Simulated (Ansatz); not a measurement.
Ansatz (a quantum-chemistry and plane-wave program) input for C5H7O, SMILES O=C1[CH]CCC1, multiplicity 2, r2SCAN-D4/def2-SVP. 

Ansatz 0.2 input:
```yaml
crystal:
  periodic: [false, false, false]
  atoms:
    - {symbol: O, position_ang: [-1.83620843, -0.62494356, 0.89491926]}
    - {symbol: C, position_ang: [-0.77855686, -0.30279994, 0.36939099]}
    - {symbol: C, position_ang: [0.46133500, -0.99671991, 0.43337814]}
    - {symbol: C, position_ang: [1.51493059, -0.31722060, -0.33531874]}
    - {symbol: C, position_ang: [0.94733950, 1.08320709, -0.61869212]}
    - {symbol: C, position_ang: [-0.56966722, 0.92295063, -0.51460286]}
    - {symbol: H, position_ang: [0.59845722, -1.93330977, 0.94410699]}
    - {symbol: H, position_ang: [2.47134134, -0.29717062, 0.19371543]}
    - {symbol: H, position_ang: [1.69739215, -0.85983872, -1.27286554]}
    - {symbol: H, position_ang: [1.29907156, 1.77609970, 0.14680294]}
    - {symbol: H, position_ang: [1.26067449, 1.46523190, -1.58883917]}
    - {symbol: H, position_ang: [-1.01867493, 0.71698059, -1.48889541]}
    - {symbol: H, position_ang: [-1.07088047, 1.79505178, -0.09831193]}
basis:
  gaussian:
    orbitals: def2-SVP
hamiltonian:
  xc: r2scan
  dispersion: d4
magnetization: {spin_polarized: true, initial_magnetization: 1}
relax: {f_tol: 0.002, max_steps: 200}
```

Program output:

```
WARN ansatz: RAYON_NUM_THREADS=1 ignored (pool sized by the plan → 1); use --threads N
Functional definition: r2SCAN
integrals: 0.07 GiB planned
1339 factors; their error is unknown
mean field: 0.52 GiB planned
mean field evaluation 1: about -7326.6426 eV, gradient 4.2e1 eV
mean field evaluation 2: about -7314.5410 eV, gradient 6.5e1 eV
mean field evaluation 4: about -7335.2130 eV, gradient 4.1e0 eV
mean field evaluation 8: about -7335.3529 eV, gradient 3.4e-1 eV
mean field evaluation 16: about -7335.2759 eV, gradient 1.4e-3 eV
mean field -7335.27586202 eV, -269.5664159007 hartree, gradient 3.5e-5 eV, S^2 0.765907; 1 other end points of the search recorded, 0 dependent functions left out
the calculation of the forces begins
reference -7335.27587230 eV, -269.5664162785 hartree; 23, 22 occupied and 96, 97 virtual orbitals, 1339 factors
relax step   1: F+E_penalty+E_count = -7335.34518231 eV  Δ(F+E_penalty+E_count) = +0.000e0 eV  max|allowed force component| = 5.797e-1 eV/Å  Δτ_max = 0.0000 Å  (52 SCF iters, accepted)
these checks for a lower state are left out or cut short: starts, cluster_reference, orbital_swaps, neighbouring_geometries, increment
integrals: 0.07 GiB planned
1339 factors; their error is unknown
mean field: 0.52 GiB planned
mean field evaluation 32: about -7335.3206 eV, gradient 2.0e-3 eV
mean field -7335.32063415 eV, -269.5680612460 hartree, gradient 1.2e-5 eV, S^2 0.766026; 0 other end points of the search recorded, 0 dependent functions left out
the calculation of the forces begins
reference -7335.32064450 eV, -269.5680616266 hartree; 23, 22 occupied and 96, 97 virtual orbitals, 1339 factors
relax step   2: F+E_penalty+E_count = -7335.38980725 eV  Δ(F+E_penalty+E_count) = -4.462e-2 eV  max|allowed force component| = 4.232e-1 eV/Å  Δτ_max = 0.0309 Å  (39 SCF iters, accepted)
these checks for a lower state are left out or cut short: starts, cluster_reference, orbital_swaps, neighbouring_geometries, increment
integrals: 0.07 GiB planned
1339 factors; their error is unknown
mean field: 0.52 GiB planned
mean field -7335.32748217 eV, -269.5683129063 hartree, gradient 1.1e-5 eV, S^2 0.765730; 0 other end points of the search recorded, 0 dependent functions left out
the calculation of the forces begins
reference -7335.32749257 eV, -269.5683132883 hartree; 23, 22 occupied and 96, 97 virtual orbitals, 1339 factors
relax step   3: F+E_penalty+E_count = -7335.39659956 eV  Δ(F+E_penalty+E_count) = -6.792e-3 eV  max|allowed force component| = 1.501e-1 eV/Å  Δτ_max = 0.0250 Å  (40 SCF iters, accepted)
these checks for a lower state are left out or cut short: starts, cluster_reference, orbital_swaps, neighbouring_geometries, increment
integrals: 0.07 GiB planned
1339 factors; their error is unknown
mean field: 0.52 GiB planned
mean field -7335.32821669 eV, -269.5683398994 hartree, gradient 2.7e-5 eV, S^2 0.765637; 0 other end points of the search recorded, 0 dependent functions left out
the calculation of the forces begins
reference -7335.32822709 eV, -269.5683402815 hartree; 23, 22 occupied and 96, 97 virtual orbitals, 1339 factors
relax step   4: F+E_penalty+E_count = -7335.39736093 eV  Δ(F+E_penalty+E_count) = -7.614e-4 eV  max|allowed force component| = 1.407e-1 eV/Å  Δτ_max = 0.0269 Å  (38 SCF iters, accepted)
these checks for a lower state are left out or cut short: starts, cluster_reference, orbital_swaps, neighbouring_geometries, increment
integrals: 0.07 GiB planned
1339 factors; their error is unknown
mean field: 0.52 GiB planned
mean field -7335.32924339 eV, -269.5683776300 hartree, gradient 1.3e-5 eV, S^2 0.765426; 0 other end points of the search recorded, 0 dependent functions left out
the calculation of the forces begins
reference -7335.32925379 eV, -269.5683780121 hartree; 23, 22 occupied and 96, 97 virtual orbitals, 1339 factors
relax step   5: F+E_penalty+E_count = -7335.39840930 eV  Δ(F+E_penalty+E_count) = -1.048e-3 eV  max|allowed force component| = 3.049e-2 eV/Å  Δτ_max = 0.0338 Å  (38 SCF iters, accepted)
these checks for a lower state are left out or cut short: starts, cluster_reference, orbital_swaps, neighbouring_geometries, increment
integrals: 0.07 GiB planned
1339 factors; their error is unknown
mean field: 0.52 GiB planned
mean field -7335.32922226 eV, -269.5683768534 hartree, gradient 2.5e-5 eV, S^2 0.765397; 0 other end points of the search recorded, 0 dependent functions left out
the calculation of the forces begins
reference -7335.32923266 eV, -269.5683772357 hartree; 23, 22 occupied and 96, 97 virtual orbitals, 1339 factors
relax step   6: F+E_penalty+E_count = -7335.39840009 eV  Δ(F+E_penalty+E_count) = +9.208e-6 eV  max|allowed force component| = 4.840e-2 eV/Å  Δτ_max = 0.0128 Å  (38 SCF iters, rejected (line search))
these checks for a lower state are left out or cut short: starts, cluster_reference, orbital_swaps, neighbouring_geometries, increment
integrals: 0.07 GiB planned
1339 factors; their error is unknown
mean field: 0.52 GiB planned
mean field evaluation 64: about -7335.3291 eV, gradient 2.0e-1 eV
mean field -7335.32936623 eV, -269.5683821441 hartree, gradient 9.0e-6 eV, S^2 0.765435; 0 other end points of the search recorded, 0 dependent functions left out
the calculation of the forces begins
reference -7335.32937663 eV, -269.5683825263 hartree; 23, 22 occupied and 96, 97 virtual orbitals, 1339 factors
relax step   7: F+E_penalty+E_count = -7335.39853766 eV  Δ(F+E_penalty+E_count) = -1.284e-4 eV  max|allowed force component| = 8.480e-3 eV/Å  Δτ_max = 0.0062 Å  (32 SCF iters, accepted)
these checks for a lower state are left out or cut short: starts, cluster_reference, orbital_swaps, neighbouring_geometries, increment
integrals: 0.07 GiB planned
1339 factors; their error is unknown
mean field: 0.52 GiB planned
mean field -7335.32937675 eV, -269.5683825306 hartree, gradient 1.5e-5 eV, S^2 0.765432; 0 other end points of the search recorded, 0 dependent functions left out
the calculation of the forces begins
reference -7335.32938715 eV, -269.5683829129 hartree; 23, 22 occupied and 96, 97 virtual orbitals, 1339 factors
relax step   8: F+E_penalty+E_count = -7335.39855196 eV  Δ(F+E_penalty+E_count) = -1.429e-5 eV  max|allowed force component| = 5.620e-3 eV/Å  Δτ_max = 0.0039 Å  (30 SCF iters, accepted)
these checks for a lower state are left out or cut short: starts, cluster_reference, orbital_swaps, neighbouring_geometries, increment
integrals: 0.07 GiB planned
1339 factors; their error is unknown
mean field: 0.52 GiB planned
mean field -7335.32937737 eV, -269.5683825533 hartree, gradient 2.9e-5 eV, S^2 0.765437; 0 other end points of the search recorded, 0 dependent functions left out
the calculation of the forces begins
reference -7335.32938777 eV, -269.5683829356 hartree; 23, 22 occupied and 96, 97 virtual orbitals, 1339 factors
relax step   9: F+E_penalty+E_count = -7335.39855269 eV  Δ(F+E_penalty+E_count) = -7.384e-7 eV  max|allowed force component| = 2.746e-3 eV/Å  Δτ_max = 0.0002 Å  (27 SCF iters, accepted)
these checks for a lower state are left out or cut short: starts, cluster_reference, orbital_swaps, neighbouring_geometries, increment
integrals: 0.07 GiB planned
1339 factors; their error is unknown
mean field: 0.52 GiB planned
mean field -7335.32937758 eV, -269.5683825613 hartree, gradient 3.9e-5 eV, S^2 0.765442; 0 other end points of the search recorded, 0 dependent functions left out
the calculation of the forces begins
reference -7335.32938798 eV, -269.5683829435 hartree; 23, 22 occupied and 96, 97 virtual orbitals, 1339 factors
relax step  10: F+E_penalty+E_count = -7335.39855286 eV  Δ(F+E_penalty+E_count) = -1.641e-7 eV  max|allowed force component| = 2.564e-4 eV/Å  Δτ_max = 0.0003 Å  (26 SCF iters, accepted)
integrals: 0.07 GiB planned
1339 factors; their error is unknown
mean field: 0.52 GiB planned
mean field evaluation 96: about -7335.3294 eV, gradient 7.2e-2 eV
mean field -7335.32937758 eV, -269.5683825613 hartree, gradient 3.9e-5 eV, S^2 0.765442; 2 other end points of the search recorded, 0 dependent functions left out
the calculation of the forces begins
reference -7335.32938798 eV, -269.5683829435 hartree; 23, 22 occupied and 96, 97 virtual orbitals, 1339 factors
Total energy: -7335.39856326 eV, -269.5709250881 hartree
Atom 0 at    -1.839035    -0.606319     0.925053 Å, force     0.000198     0.000038    -0.000147 eV/Å
Atom 1 at    -0.786417    -0.287371     0.384701 Å, force    -0.000112    -0.000061     0.000256 eV/Å
Atom 2 at     0.477643    -0.997925     0.458698 Å, force    -0.000240     0.000091    -0.000043 eV/Å
Atom 3 at     1.519595    -0.326159    -0.358619 Å, force     0.000097    -0.000073     0.000026 eV/Å
Atom 4 at     0.949624     1.094312    -0.598022 Å, force    -0.000015     0.000052     0.000061 eV/Å
Atom 5 at    -0.572593     0.922608    -0.534184 Å, force     0.000076    -0.000099    -0.000073 eV/Å
Atom 6 at     0.595691    -1.938261     1.003785 Å, force     0.000083    -0.000047     0.000001 eV/Å
Atom 7 at     2.517746    -0.327613     0.113220 Å, force     0.000015     0.000094    -0.000077 eV/Å
Atom 8 at     1.649834    -0.867470    -1.320968 Å, force    -0.000065     0.000009     0.000074 eV/Å
Atom 9 at     1.281122     1.754191     0.221168 Å, force    -0.000001    -0.000035     0.000022 eV/Å
Atom 10 at     1.306008     1.540097    -1.538630 Å, force    -0.000000    -0.000053    -0.000021 eV/Å
Atom 11 at    -0.996733     0.667011    -1.523488 Å, force    -0.000045     0.000118    -0.000070 eV/Å
Atom 12 at    -1.125932     1.800418    -0.167925 Å, force     0.000010    -0.000036    -0.000010 eV/Å
Dipole moment:     0.624656     0.124465    -0.308880 e Å
```

The run converged.

Cost: around 100 core-seconds (rough).
